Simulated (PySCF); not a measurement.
**Core-level binding energies of `[SiH3][SiH2]O[SiH2]P`**

Species: H₉OPSi₃.
Atom-mapped SMILES: `[SiH3:1][SiH2:2][O:3][SiH2:4][PH2:5]`

Method: PySCF, delta-SCF UKS SCAN, pcX-2 on the ionised atom, pcseg-1 elsewhere, spin-free X2C. These are vertical core ionisation energies against the vacuum level, from separate self-consistent calculations with and without the core hole.

Task: What binding energy does each computed site have?

Result: 
```json
{"atom(s)": "P5", "environment": "three-coordinate phosphorus", "level": "P 1s", "binding energy (eV)": "2149.90", "2p1/2 (eV)": "–", "above the level's lowest (eV)": "0.00", "count": "1"}
{"atom(s)": "Si4", "environment": "oxygen-bound silicon", "level": "Si 1s", "binding energy (eV)": "1847.33", "2p1/2 (eV)": "–", "above the level's lowest (eV)": "+1.16", "count": "1"}
{"atom(s)": "Si2", "environment": "oxygen-bound silicon", "level": "Si 1s", "binding energy (eV)": "1847.08", "2p1/2 (eV)": "–", "above the level's lowest (eV)": "+0.91", "count": "1"}
{"atom(s)": "Si1", "environment": "SiH3 silicon", "level": "Si 1s", "binding energy (eV)": "1846.17", "2p1/2 (eV)": "–", "above the level's lowest (eV)": "0.00", "count": "1"}
{"atom(s)": "O3", "environment": "siloxane oxygen", "level": "O 1s", "binding energy (eV)": "537.73", "2p1/2 (eV)": "–", "above the level's lowest (eV)": "0.00", "count": "1"}
{"atom(s)": "P5", "environment": "three-coordinate phosphorus", "level": "P 2p3/2", "binding energy (eV)": "136.37", "2p1/2 (eV)": "137.26", "above the level's lowest (eV)": "0.00", "count": "1"}
{"atom(s)": "Si4", "environment": "oxygen-bound silicon", "level": "Si 2p3/2", "binding energy (eV)": "107.42", "2p1/2 (eV)": "108.05", "above the level's lowest (eV)": "+0.95", "count": "1"}
{"atom(s)": "Si2", "environment": "oxygen-bound silicon", "level": "Si 2p3/2", "binding energy (eV)": "107.20", "2p1/2 (eV)": "107.83", "above the level's lowest (eV)": "+0.73", "count": "1"}
{"atom(s)": "Si1", "environment": "SiH3 silicon", "level": "Si 2p3/2", "binding energy (eV)": "106.47", "2p1/2 (eV)": "107.09", "above the level's lowest (eV)": "0.00", "count": "1"}
```

The listed Si 1s values span 1.16 eV, from Si1 (bonded to 3 H and Si) to Si4 (bonded to O, 2 H and P). Summing the Pauling electronegativity differences to the bonded atoms, each weighted by its formal bond order, gives +0.90 for the lowest site and +2.43 for the highest; no listed site has a larger sum than the highest.

Lowest listed Si 2p3/2: Si1, bonded to 3 H and Si. Highest, 0.95 eV above it: Si4, bonded to O, 2 H and P. The widest gap between neighbouring values is 0.73 eV, between 106.47 and 107.20 eV.

Task: Which photon wavelength matches the O 1s of O3 threshold?

Result: λ = hc/E = 12398.42 eV Å / 537.73 eV = 23.057 Å.

Task: Which effective nuclear charge Zeff reproduces each element's mean 1s value in the hydrogen-like formula E = 13.606 eV × Zeff²?

Result: O (Z = 8): mean 537.7 eV, Zeff = 6.29, Z − Zeff = 1.71; Si (Z = 14): mean 1846.9 eV, Zeff = 11.65, Z − Zeff = 2.35; P (Z = 15): mean 2149.9 eV, Zeff = 12.57, Z − Zeff = 2.43. Means run over the listed sites, weighted by atom count.

2p3/2 and 2p1/2 are the ΔSCF energy of one spin-free 2p hole plus the eigenvalues of a spin–orbit and ligand-field matrix of the shell. 2p1/2 minus 2p3/2 (ligand field included): Si 0.62 eV, P 0.89 eV. Geometry: PBE0-D3(BJ)/def2-SVP, one conformer, isolated molecule.

The values belong to the conformer `[SiH3:1][SiH2:2][O:3][SiH2:4][PH2:5]`: Si1–Si2–O3–Si4 71°, Si2–O3–Si4–P5 9°, H–P5–Si4–O3 83°, H–P5–Si4–O3 177°.
